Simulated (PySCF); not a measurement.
**Radial density of Cl(3+) (chlorine, charge +3)**

UHF, [Ne] 3s2 3p2, high-spin 3P determinant. Calculation: PySCF 2.14, in def2-SVP; the non-relativistic Hamiltonian (point nucleus).

| r (bohr) | 4πr²ρ (e/bohr) | 4πr²(ρα − ρβ) |
| --- | --- | --- |
| 0.00157 | 0.08931 | 0.0000 |
| 0.00263 | 0.2492 | 0.0000 |
| 0.00443 | 0.6793 | 0.0001 |
| 0.00745 | 1.754 | 0.0002 |
| 0.0125 | 4.141 | 0.0005 |
| 0.0211 | 8.819 | 0.0015 |
| 0.0355 | 15.34 | 0.0060 |
| 0.0597 | 19.67 | 0.0271 |
| 0.100 | 16.21 | 0.1044 |
| 0.169 | 13.33 | 0.2783 |
| 0.284 | 18.98 | 0.3332 |
| 0.477 | 13.46 | 0.0212 |
| 0.803 | 3.592 | 0.5783 |
| 1.35 | 3.338 | 1.6196 |
| 2.27 | 0.7650 | 0.4043 |
| 3.82 | 0.03214 | 0.0280 |
